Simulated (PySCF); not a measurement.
CH₆ClGeN. Atoms are numbered in the order given.

```xyz
10

C     -1.4852    -1.2838    -0.0245
Ge     0.0204    -0.1406    -0.4249
N      1.5662    -1.0779    -0.2315
Cl    -0.0876     1.5230     0.9877
H     -1.5156    -2.1318    -0.7249
H     -1.3948    -1.6700     1.0018
H     -2.4235    -0.7158    -0.1001
H      0.0180     0.4960    -1.8174
H      1.6804    -1.5516     0.6614
H      2.4209    -0.5708    -0.4473
```
Charge 0, spin multiplicity 1.

Coordinates come from a ωB97X-D3(BJ)/def2-SVP optimisation. The structure was generated by enumeration; whether it is a known compound was not checked. The values are those of a single conformer.

Calculation: TDDFT-B3LYP/def2-SVPD (PySCF 2.14.0).

Vertical excitations. The molecule is in vacuum.

| state | energy (eV) | λ (nm) | f | main pairs |
|---|---|---|---|---|
| S1 | 6.51 | 191 | 0.058 | HOMO→LUMO 82 %, HOMO→LUMO+1 13 % |
| S2 | 6.86 | 181 | 0.067 | HOMO→LUMO+1 80 %, HOMO→LUMO 13 % |
| S3 | 7.15 | 173 | 0.042 | HOMO−1→LUMO 51 %, HOMO−1→LUMO+1 46 % |
| S4 | 7.20 | 172 | 0.002 | HOMO→LUMO+2 93 % |
| S5 | 7.40 | 168 | 0.005 | HOMO−1→LUMO+1 52 %, HOMO−1→LUMO 46 % |
| S6 | 7.48 | 166 | 0.052 | HOMO−2→LUMO 49 %, HOMO−2→LUMO+1 30 %, HOMO→LUMO+3 18 % |
| S7 | 7.57 | 164 | 0.027 | HOMO→LUMO+3 78 % |
| S8 | 7.78 | 159 | 0.057 | HOMO−2→LUMO+1 37 %, HOMO−1→LUMO+2 30 %, HOMO−2→LUMO 30 % |
| S9 | 7.89 | 157 | 0.040 | HOMO−1→LUMO+2 62 %, HOMO−2→LUMO+1 19 % |
| S10 | 8.19 | 151 | 0.009 | HOMO−1→LUMO+3 68 %, HOMO−2→LUMO+2 27 % |
| T1 | 6.02 | 206 | 0 | HOMO→LUMO 83 % |
| T2 | 6.34 | 196 | 0 | HOMO→LUMO+1 87 % |
| T3 | 6.68 | 186 | 0 | HOMO−1→LUMO+1 63 %, HOMO−1→LUMO 33 % |
| T4 | 7.00 | 177 | 0 | HOMO−2→LUMO+1 58 %, HOMO−2→LUMO 30 % |
Triplets are in the Tamm–Dancoff approximation, which puts them higher than full response would, so one can lie above its singlet here.
